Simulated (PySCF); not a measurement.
A structure optimised at B3LYP-D3(BJ)/def2-SVP, used in a PySCF frequency run:

```
C
H 1 1.1028
H 1 1.1031 2 106.43
C 1 1.5425 2 110.05 3 117.53
H 4 1.1026 1 110.77 2 -57.32
H 4 1.1033 5 106.30 1 120.18
C 4 1.4660 5 108.00 6 115.39
N 7 1.1584 6 150.21 4 176.32
Si 1 1.8866 2 108.75 3 -115.36
F 9 1.6316 1 106.86 2 69.98
H 9 1.4833 10 108.12 1 121.13
H 9 1.4887 11 111.23 10 -118.70
```

Question: Write its SMILES and formula.

Answer: N#CCC[SiH2]F, C₃H₆FNSi

Question: What are its rotational constants (standard atomic weights)?

Answer: 6.8135, 1.3502, 1.1945 GHz
